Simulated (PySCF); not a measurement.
Run record: geometry optimisation, trisilylarsane, `[SiH3][As]([SiH3])[SiH3]`.

Computed with PBE0-D3(BJ)/def2-SVP geometry optimisation, gas phase (PySCF 2.14.0). Start geometry: GFN2-xTB. A driver script takes a list of jobs; this job's settings line and coordinates (Å) are shown.

Input:
```
{"job": {"xc": "PBE0", "basis": "def2-SVP", "d3": "d3bj", "grid": 1, "kind": "geom"}, "charge": 0, "multiplicity": 1}
Si    -0.754868     1.787803    -0.487671
As     0.245697    -0.215699    -1.087234
Si     1.980268    -0.185510     0.451467
Si    -1.177680    -1.645656     0.056855
H      0.089481     2.917884    -0.899627
H     -1.014415     1.951257     0.951724
H     -2.047233     1.932284    -1.171674
H      2.963343     0.843992     0.086828
H      2.678831    -1.478326     0.452796
H      1.579818     0.082535     1.842002
H     -0.642999    -3.014837     0.037901
H     -2.493464    -1.678206    -0.597792
H     -1.411167    -1.297035     1.468105
```

Output:
```
step   0  E = -3108.59167345  max force = 0.017037
step   1  E = -3108.59636313  max force = 0.001470
step   2  E = -3108.59651985  max force = 0.000509
step   3  E = -3108.59656973  max force = 0.000605
step   4  E = -3108.59658051  max force = 0.000369
optimisation converged
```

Energies in Eh; «max force» is the largest Cartesian gradient component in Eh/bohr.

Problem. Give the first gradient maximum in eV/Å.

Solution. With 1 Eh/bohr = 51.422 eV/Å, 0.876 eV/Å.

Problem. How much energy does the optimisation release, in kcal/mol?

Solution. E(step 0) − E(last step) = 0.004907 Eh, which is 3.1 kcal/mol.

In short: final energy -3108.59658 Eh after 4 steps; dipole 0.51 D.

Problem. Give the final coordinates.

Solution. 0.089 Å rms from the input after alignment:
```
atom  x, y, z in Å
Si1   -0.7276    1.7999   -0.5299
As2    0.2716   -0.2233   -1.2395
Si3    1.9605   -0.1709    0.4144
Si4   -1.1699   -1.5966    0.0356
H5     0.1601    2.9303   -0.9373
H6    -0.9382    1.8555    0.9503
H7    -2.0479    1.9387   -1.2149
H8     2.9517    0.8838    0.0441
H9     2.6417   -1.5002    0.4363
H10    1.4250    0.1235    1.7803
H11   -0.6157   -2.9839    0.0384
H12   -2.5136   -1.6053   -0.6171
H13   -1.3177   -1.1287    1.4489
```

Time: 29 s of wall time; peak memory 0.58 GiB. Hardware: one thread, Arm Neoverse V1 (aarch64), shared host with 32 logical CPUs at a one-minute load of 15.
Labels such as C1 count atoms from 1, the log's own numbers from 0.
